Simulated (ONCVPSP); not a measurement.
**Building the ONCV potential for Al (PBEsol, scalar-relativistic).**

Al, optimised norm-conserving Vanderbilt (ONCV), made with ONCVPSP 4.0.1 (PBEsol, scalar-relativistic). Core [Ne], reference 3s1.5 3p1.5. Waves: 3s: rc 1.65 bohr, ncon 4, nbas 8, qcut 3.5 1/bohr, 2 projectors, debl 3.6 Ha; 3p: rc 2.75 bohr, ncon 4, nbas 8, qcut 2.4 1/bohr, 3 projectors, debl 2.8 Ha; d scattering state at 0.11 Ha: rc 2.65 bohr, ncon 5, nbas 8, qcut 3.7 1/bohr, 2 projectors, debl 1.6 Ha. Local part: polynomial inside 1.50 bohr (lpopt 5, dvloc0 3.5 Ha). Core correction: Teter function, fcfact 5.25, rcfact 1.2.

- Cutoffs needed: 5.5 Ha and 12 Ha (the cutoffs (Ha) at which the residual kinetic energy of the hardest occupied pseudo-wave falls to 1 and 0.1 mHa per electron) The cutoffs count occupied waves only; projector 2 of the s channel, the hardest unoccupied one, needs 71 Ha at the loose tolerance.
- Ghost test: no bound ghost flagged; GHOST(+) flagged for s at 145.8 eV
- Largest excitation error: -6.4 meV (all-electron minus pseudo) for 3s1 3p0, out of 4 test configurations
- rms error of d²Exc/dni dnj: 1.93 mHa without and 0.10 mHa with the model core
